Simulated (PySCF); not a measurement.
The same groups moved round the core (propene formyl). Gas-phase values, no solvent. One relaxed conformer stands for each flexible species; it need not be the lowest. Strings in code marks are SMILES.

The S1–T1 gap (TDA) from two functionals at the same geometries (B3LYP-D3(BJ)/def2-TZVP), both in PySCF: PBE-D3(BJ)/def2-TZVP and B3LYP-D3(BJ)/def2-TZVP. B3LYP has the VWN-RPA correlation part, as in Gaussian. Excitations are Tamm–Dancoff values on a coarser integration grid. The basis has no diffuse functions, so Rydberg states are missing or too high.

| species | PBE-D3(BJ)/def2-TZVP (eV) |
|---|---|
| `O=CC(C)=C` (C–C–C–O torsion 180°) | 0.50 |
| `C=CCC=O` (C–C–C–C torsion -120°, C–C–C–O torsion 131°) | 0.61 |
| `C(=C\C=O)/C` (C–C–C–O torsion 0°) | 0.46 |
| `C/C=C\C=O` (C–C–C–O torsion 1°) | 0.46 |

What does B3LYP-D3(BJ)/def2-TZVP give for each?


- `O=CC(C)=C` (C–C–C–O torsion 180°): 0.53
- `C=CCC=O` (C–C–C–C torsion -120°, C–C–C–O torsion 131°): 0.62
- `C(=C\C=O)/C` (C–C–C–O torsion 0°): 0.49
- `C/C=C\C=O` (C–C–C–O torsion 1°): 0.49
Over these rows, drawn at random from the members with no instability flagged (it was tested for open shells, ions and some series alone), PBE minus B3LYP-D3(BJ): mean -0.03 eV, from -0.03 eV to -0.01 eV.
